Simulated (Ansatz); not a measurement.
C2H2OSi, SMILES `C#C[Si]O` (lower singlet) (charge 0, multiplicity 1). This singlet lies 1.95 eV below the relaxed triplet at the level B3LYP/cc-pVTZ // PBE0-D3(BJ)/def2-TZVP (Ansatz, a quantum-chemistry and plane-wave program).

Cartesian coordinates (Å):
```xyz
6

C      1.6693    -0.0852     0.4340
C      0.5260    -0.3784     0.1585
Si    -1.1431    -1.0726    -0.3172
O     -2.0753     0.2725    -0.1055
H      2.6732     0.1809     0.6783
H     -1.6501     1.0828     0.1901
```
Charge 0, multiplicity 1.

The restricted HF start is unstable towards unrestricted orbitals.

Question: Give the natural occupations of the active orbitals, the CASSCF energy and the corrected energy for frozen-core fic-MRCISD+Q@CASSCF(2e,2o)/cc-pVTZ // PBE0-D3(BJ)/def2-TZVP in Ansatz.

Answer: 
| Property | Result |
|---|---|
| natural occupations | 1.94, 0.06 |
| CASSCF energy | -440.7406 Ha |
| corrected energy | -441.3719 Ha |
| weight of the reference | 0.864 |
